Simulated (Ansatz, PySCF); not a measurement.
Species: BH$_{3}$ (charge 0, singlet). SMILES: B
Coordinates optimised at B3LYP-D3(BJ)/def2-TZVP (Ansatz, a quantum-chemistry and plane-wave program):
```
B
H 1 1.1893
H 1 1.1893 2 120.00
H 1 1.1893 2 120.00 3 180.00
```

B3LYP/6-31G* beside other levels, property by property. Set-up: non-relativistic; atomisation electronic, to ground-state atoms; no dispersion term unless named; frozen cores in correlated levels; 6-31G* and kin with 6d, 5d where marked; no spin-orbit coupling; open shells spin-unrestricted. Basis-set limits of correlation are two-point, X^-3; Hartree-Fock from the larger set (for Q and 5 zeta extrapolated as (X+1)exp(-9√X)). First-principles rows: single points at B3LYP-D3(BJ) geometries (Ansatz), with unscaled harmonic terms from B3LYP/6-31G* (Ansatz) at its own minima, enthalpies of formation by atomisation with measured atoms.

Coupled cluster (Ansatz) is a level with limits of its own, used here on species with T1 under 0.025 (0.045 for open shells) and stable references: CCSD(T)/CBS(cc-pVQZ,cc-pV5Z).

| property | B3LYP/6-31G* (Ansatz) | HF/6-31G* (Ansatz) | B3LYP/def2-TZVPD (Ansatz) | M06-2X/def2-TZVPD (PySCF) | to compare with |
|---|---|---|---|---|---|
| enthalpy of formation at 298 K (kcal/mol) | 19.5 | 72.6 | 22.3 | 24.0 | 26.7 coupled cluster |
| atomisation energy (kcal/mol) | 287.3 | 234.2 | 284.5 | 282.9 | 280.1 coupled cluster |
| B-H bond dissociation enthalpy at 298 K, to [BH2] (BH2) + H atom (kcal/mol) | 105.7 | 83.2 | 104.1 | 103.7 | 104.9 coupled cluster |

As the rows show:
- enthalpy of formation at 298 K: B3LYP/6-31G* lies 7.2 kcal/mol below coupled cluster.
- atomisation energy: B3LYP/6-31G* lies 7.2 kcal/mol above coupled cluster.
- B-H bond dissociation enthalpy at 298 K, to [BH2] (BH2) + H atom: B3LYP/6-31G* lies 0.8 kcal/mol above coupled cluster.

The properties are those with a value to compare with, at most eight drawn at random. No case is left out for the size of its miss. Left out are saddle points of the reference geometry, anions that the best level run finds unbound, excited spin states, species near biochemistry, 298 K rows of species without real B3LYP wavenumbers, cases with under five habitual levels, runs that failed or that the program found above a lower state of the same kind, table entries that another table contradicts, and a share of species set aside by lot.
